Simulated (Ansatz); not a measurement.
Geometry optimisation, RKS PBE/def2-SVP (Ansatz).

Input:

```yaml
crystal:
  periodic: [false, false, false]
  atoms:
    - { symbol: W, position_ang: [0.226395, 0.238544, -0.440982] }
    - { symbol: F, position_ang: [0.237107, 0.250269, 2.601234] }
    - { symbol: H, position_ang: [1.360977, -0.689507, 0.364182] }
    - { symbol: H, position_ang: [-0.72043, 1.363847, 0.354798] }
    - { symbol: H, position_ang: [-1.380113, -0.151736, -0.04443] }
    - { symbol: H, position_ang: [-0.138697, -1.372365, -0.039286] }
    - { symbol: H, position_ang: [0.348703, 0.353778, -2.156462] }
    - { symbol: Cl, position_ang: [1.824445, 1.852396, 0.267902] }
    - { symbol: H, position_ang: [0.883615, 0.907073, 2.460845] }
basis:
  gaussian: { orbitals: def2-SVP }
hamiltonian:
  xc: pbe
relax:
  f_tol: 0.03
  max_steps: 50
```

Launched with:

```bash
$ ansatz run input.yaml --threads 2 --pin off --max-ram 3072MiB --backend cpu --events-out ev --progress --plain --runs-dir out
```

Task: Where does it end, and by what steps?

Result: The forces met the threshold. After 5 steps the energy has fallen by 0.075 eV; F2 moved furthest, 0.29 Å.

```csv
step,energy less start (eV),largest force component (eV/Å),accepted
0,0.0000,0.378,yes
1,-0.0502,0.166,yes
2,-0.0678,0.281,yes
3,-0.0730,0.199,yes
4,-0.0747,0.108,yes
5,-0.0754,0.021,yes
```

```xyz
9
Properties=species:S:1:pos:R:3
W 0.229 0.239 -0.370
F 0.206 0.223 2.314
H 1.384 -0.677 0.416
H -0.703 1.384 0.410
H -1.377 -0.141 0.029
H -0.131 -1.371 0.033
H 0.349 0.356 -2.090
Cl 1.812 1.843 0.389
H 0.873 0.896 2.236
```

Whether the end is a true minimum wasn't checked by a vibrational analysis.

The run took 14 s on 2 threads of Arm Neoverse V1 (shared host), peak memory 0.14 GiB.
